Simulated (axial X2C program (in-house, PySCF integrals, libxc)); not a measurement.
# Bond lengths and stretching modes, held linear, of FGaF⁺

Computed with an axial X2C code built on PySCF integrals: two-component X2C with atomic mean-field Coulomb and Gaunt terms, Gaussian nuclei, basis F dyall-av3z, Ga dyall-v3z with contracted cores. Spin-free rows use the one-electron spin-free X2C Hamiltonian.

Masses F 18.998, Ga 68.926, F 18.998 u. States: 2c Ω = 0 (all partner blocks equally filled); spin-free M_S = 0, Λ = 0 (closed shell).

BHandHLYP, spin-free: energies above the lowest point

```json
{"r(F–Ga) (Å)": "1.6136", "r(Ga–F) (Å)": "1.6136", "E (meV)": "38.00"}
{"r(F–Ga) (Å)": "1.6136", "r(Ga–F) (Å)": "1.6550", "E (meV)": "19.46"}
{"r(F–Ga) (Å)": "1.6136", "r(Ga–F) (Å)": "1.6964", "E (meV)": "67.62"}
{"r(F–Ga) (Å)": "1.6550", "r(Ga–F) (Å)": "1.6136", "E (meV)": "19.46"}
{"r(F–Ga) (Å)": "1.6550", "r(Ga–F) (Å)": "1.6550", "E (meV)": "0.00"}
{"r(F–Ga) (Å)": "1.6550", "r(Ga–F) (Å)": "1.6964", "E (meV)": "47.24"}
{"r(F–Ga) (Å)": "1.6550", "r(Ga–F) (Å)": "1.7378", "E (meV)": "146.91"}
{"r(F–Ga) (Å)": "1.6964", "r(Ga–F) (Å)": "1.6136", "E (meV)": "67.62"}
{"r(F–Ga) (Å)": "1.6964", "r(Ga–F) (Å)": "1.6550", "E (meV)": "47.24"}
{"r(F–Ga) (Å)": "1.6964", "r(Ga–F) (Å)": "1.6964", "E (meV)": "93.57"}
{"r(F–Ga) (Å)": "1.7378", "r(Ga–F) (Å)": "1.6550", "E (meV)": "146.91"}
{"r(F–Ga) (Å)": "1.7378", "r(Ga–F) (Å)": "1.7378", "E (meV)": "290.15"}
```

**Question.** Fit a quadratic surface with cubic terms in each bond: where is the minimum, and what are the two stretching wavenumbers?

**Answer.** At BHandHLYP, spin-free: bonds 1.645 and 1.645 Å; harmonic stretches 760.4 and 959.5 cm⁻¹; force constants 6.56, 6.56 and coupling -0.09 mdyn/Å.

The other levels and Hamiltonians give:

```
Hamiltonian      level  r(F–Ga) (Å)  r(Ga–F) (Å)  lower stretch (cm⁻¹)  upper stretch (cm⁻¹)
         2c       PBE0        1.653        1.653                 737.3                 935.3
         2c         HF        1.639        1.639                 790.1                 988.0
         2c  BHandHLYP        1.645        1.645                 760.2                 959.4
         2c        MP2        1.658        1.658                 737.2                 930.5
  spin-free       PBE0        1.653        1.653                 737.5                 935.4
  spin-free         HF        1.639        1.639                 790.2                 988.1
  spin-free        MP2        1.658        1.658                 737.3                 930.6
```

Each state is one determinant, the lowest of a limited PBE0 search; the stretches come from a fit to these few points and carry an uncertainty of a few per cent. Other orders of the atoms were not compared. MP2 freezes inner shells (threshold -2 hartree). The molecule was held linear; bending was not examined, so a bent shape may lie lower.
